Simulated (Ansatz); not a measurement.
Basis-set series for `[NH2][AlH][BH]F`. Total charge 0; spin multiplicity 1. The structure was optimised at the PBE0-D4/def2-TZVP level. It is one conformer, not always the lowest.

| atom | x (Å) | y (Å) | z (Å) |
| --- | --- | --- | --- |
| N1 | -1.0494 | 0.3207 | 1.2147 |
| Al2 | 0.3753 | -0.4529 | 0.5038 |
| B3 | 0.7956 | -0.0040 | -1.5762 |
| F4 | -0.0532 | 0.7737 | -2.2416 |
| H5 | -1.3640 | 0.2088 | 2.1653 |
| H6 | -1.6659 | 0.9424 | 0.7156 |
| H7 | 1.2248 | -1.4060 | 1.4506 |
| H8 | 1.7368 | -0.3827 | -2.2321 |

```
functional       basis  functions  energy (Eh)  HOMO (eV)  LUMO (eV)
   PBE0-D4    def2-SVP         80   -423.80332      -7.10      -1.92
   PBE0-D4  def2-TZVPP        191   -424.10900      -7.21      -2.10
   ωB97M-V    def2-SVP         80   -424.02826      -9.21       0.06
   ωB97M-V  def2-TZVPP        191   -424.34031      -9.36      -0.21
```

Question: Give the rows for def2-QZVPP. (An estimate is asked.)

Answer: The calculation gave: 
```tsv
functional	basis	functions	energy (Eh)	HOMO (eV)	LUMO (eV)
PBE0-D4	def2-QZVPP	361	-424.12718	-7.24	-2.15
ωB97M-V	def2-QZVPP	361	-424.35775	-9.40	-0.34
```

Results of the Gaussian-basis code of Ansatz.
